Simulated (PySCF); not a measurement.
The numbers are results of ωB97X-D3(BJ)/def2-TZVP // PBE0-D3(BJ)/def2-SVP run with PySCF 2.14.0, not measurements. All species are isolated molecules in the gas phase. One relaxed conformer stands for a flexible species; it need not be the lowest. Excitations are Tamm–Dancoff values on a coarser integration grid. The basis has no diffuse functions, so Rydberg states are missing or too high.

Reference species (SMILES): `C=Cc1cccc(C(F)(F)F)c1` (C–C–C–C torsion 180°) (neutral, multiplicity 1).

| Item | Result |
|---|---|
| S1 oscillator strength | 0.021 |
| HOMO–LUMO gap | 9.58 eV |
| S1 excitation (TDA) | 5.18 eV |

Changed species: `FC(F)(c1ccc(C=C)cc1)F` (C–C–C–C torsion 179°).

**Question.** What does the change do to the S1 oscillator strength, HOMO–LUMO gap and S1 excitation (TDA)?

**Answer.** the S1 oscillator strength rises by 0.039, to 0.060; the HOMO–LUMO gap drops by 0.10 eV, to 9.48 eV; the S1 excitation (TDA) rises by 0.02 eV, to 5.20 eV.
